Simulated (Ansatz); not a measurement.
Isolated molecules relaxed with PBE0-D4/def2-TZVP in Ansatz; ΔE leaves out vibrations. CCSD(T)/CBS is the MP2 limit (def2-TZVPP, def2-QZVPP) plus CCSD(T) − MP2 in def2-TZVPP, frozen cores. This one scheme is used for every species. DFT in def2-TZVPP. HSE06 is defined as in plane-wave codes. Elements past krypton have def2 core potentials. For Cd outer-core shells are correlated without core-valence functions, which leaves a few kJ/mol of doubt a bond. Each species was taken in one conformer, which may not be the lowest.

Consider the ligand exchange at a Cd–S bond: `[OH][Cd][SH]` + CH₃SH → `C[S][Cd][OH]` + H₂S.

```
             level  ΔE (kcal/mol)
            B97M-V            3.2
            B2PLYP            3.1
            revPBE            3.0
              PBE0            3.4
             HSE06            3.4
RPA@PBE/def2-TZVPP            2.8
     CCSD/def2-SVP            2.7
SCS-MP2/def2-TZVPP            2.9
```

Problem. What does CCSD(T)/CBS give? (Estimate.)

Solution. Computed: +3.0 kcal/mol. The listed levels differ from it by 0.2, 0.1, 0.0, 0.4, 0.4, -0.2, -0.3, -0.1 kcal/mol.

Largest T1 diagnostic among the species: 0.015.

Leaving LDA and LC-ωPBE aside and taking each functional with its dispersion term where it has one, the values, not all of them listed here, spread over 1.3 kcal/mol, from BLYP-D4 to PBE-QIDH. In def2-TZVPP, CCSD(T) changes the Hartree–Fock value by −1.7 kcal/mol (the triples alone add −0.3 kcal/mol) and MP2 by −2.0 kcal/mol.
